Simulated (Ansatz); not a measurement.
Start from `OB(O)[SiH3]` and change one atom or group to get `C[Se]B(O)O`.

Ansatz, PBE0-D4/def2-TZVP geometries, multiplicity 1. Each molecule was computed in one conformer, which needn't be the lowest.

Scalar relativity is left out up to krypton. Spin–orbit coupling is left out; it splits and shifts lone-pair levels of the heavy atoms by tenths of an eV.

```tsv
property	`OB(O)[SiH3]`
HOMO energy (PBE/def2-TZVPP) / eV	-7.13
LUMO energy (ωB97M-V/def2-TZVPP) / eV	1.57
size of the dipole moment (B3LYP/def2-TZVPP) / D	3.28
size of the dipole moment (ωB97M-V/def2-TZVPP) / D	3.35
HOMO energy (B3LYP/def2-TZVPP) / eV	-8.18
HOMO–LUMO gap (B3LYP/def2-TZVPP) / eV	7.92
```

**Question.** What does the change do to each property? (An estimate is asked.)

**Answer.** Computed: 
```json
{"property": "HOMO energy (PBE/def2-TZVPP) / eV", "`C[Se]B(O)O`": "-5.42", "shift": "1.71"}
{"property": "LUMO energy (ωB97M-V/def2-TZVPP) / eV", "`C[Se]B(O)O`": "1.89", "shift": "0.32"}
{"property": "size of the dipole moment (B3LYP/def2-TZVPP) / D", "`C[Se]B(O)O`": "0.58", "shift": "-2.70"}
{"property": "size of the dipole moment (ωB97M-V/def2-TZVPP) / D", "`C[Se]B(O)O`": "0.66", "shift": "-2.69"}
{"property": "HOMO energy (B3LYP/def2-TZVPP) / eV", "`C[Se]B(O)O`": "-6.35", "shift": "1.83"}
{"property": "HOMO–LUMO gap (B3LYP/def2-TZVPP) / eV", "`C[Se]B(O)O`": "6.23", "shift": "-1.69"}
```

With PBE0 the HOMO rises by 1.80 eV and the LUMO rises by 0.24 eV, so the gap narrows by about 1.56 eV. PBE moves the HOMO by 1.71 eV and ωB97M-V by 1.81 eV. Dipoles are sizes alone; their direction can turn.

B3LYP here is the variant with VWN-RPA as its local correlation; programs differ in this.
